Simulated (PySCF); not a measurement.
**UHF on Pt (platinum, neutral)**

Configuration: [Xe] 4f14 5d8 6s2, high-spin 3F determinant (an excited configuration). Calculation: PySCF 2.14, in aug-cc-pVTZ-PP with one added diffuse shell each of s, p, d, f, g type with ECP60MDF (7s7p6d4f3g, 113 functions); a scalar-relativistic core potential.

| Item | Value |
| --- | --- |
| Total energy | -118.505249 hartree |
| One-electron energy | -207.2865 hartree |
| Hartree (Coulomb) energy | 99.4783 hartree |
| Exchange energy | -10.6970 hartree |
| ⟨S²⟩ | 2.0095 |
| ⟨L²⟩ | 12.046 |
| Sum of ⟨r⟩ | 27.73 bohr |
| Sum of ⟨r²⟩ | 56.06 bohr² |

```csv
shell,electrons,mean orbital energy (hartree),spread (hartree),"rms radius, mean of both spins (bohr)"
5s α,1,-4.56083,0,1.03
5s β,1,-4.44857,0,1.03
5p α,3,-2.73151,0,1.19
5p β,3,-2.57683,0,1.19
5d α,5,-0.54575,0.04125,1.75
5d β,3,-0.48172,0,1.75
6s α,1,-0.32688,0,3.24
6s β,1,-0.28875,0,3.24
```

Energies and moments cover only the electrons outside the core potential. Spin-orbit coupling, absent here, splits the open shell strongly.
